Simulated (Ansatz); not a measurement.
`FB1C[Si]1(F)[AlH2]` at its PBE0-D4/def2-TZVP geometry, where that method's forces vanish. Charge 0, multiplicity 1.

```xyz
10

F     2.1362   -0.2218   -2.2488
B     1.2649   -0.0078   -1.2871
C     0.3219    1.1117   -0.9361
Si   -0.2996   -0.6930   -0.3580
F    -1.3725   -1.4855   -1.2643
Al   -0.7422   -0.7039    2.0325
H     0.3608    1.4891    0.0911
H    -0.0382    1.8732   -1.6257
H    -1.5860   -1.8329    2.7541
H    -0.0454    0.4709    2.8421
```

(1) What forces (eV/Å) does r2SCAN-D4/def2-TZVPP give on these atoms in the Gaussian-basis code of Ansatz? (Best estimate.)

## Answers

(1) The calculation gave: 
```
F1   0.104 -0.029 -0.134
B2  -0.057  0.070  0.081
C3   0.070  0.042  0.008
Si4 -0.049 -0.055  0.168
F5  -0.043 -0.035 -0.073
Al6 -0.012  0.004 -0.003
H7  -0.026  0.011 -0.046
H8  -0.001  0.003  0.006
H9   0.020  0.015 -0.002
H10 -0.006 -0.025 -0.005
```
